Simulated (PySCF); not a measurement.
A calculated (B3LYP, PySCF 2.14, aug-cc-pVTZ, no relativity, point nucleus) atom or ion has these occupied shells.

| shell | electrons | orbital energy (eV) | rms radius, mean of both spins (bohr) |
| --- | --- | --- | --- |
| 1s α | 1 | -394.30 | 0.267 |
| 1s β | 1 | -392.19 | 0.267 |
| 2s α | 1 | -23.038 | 1.42 |
| 2p α | 3 | -10.520 | 1.68 |
| 2p β | 1 | -6.476 | 1.68 |

(1) Name the element and its charge.

## Answers

(1) N (nitrogen, neutral), in [He] 2s1 2p4, high-spin 4P determinant (an excited configuration).
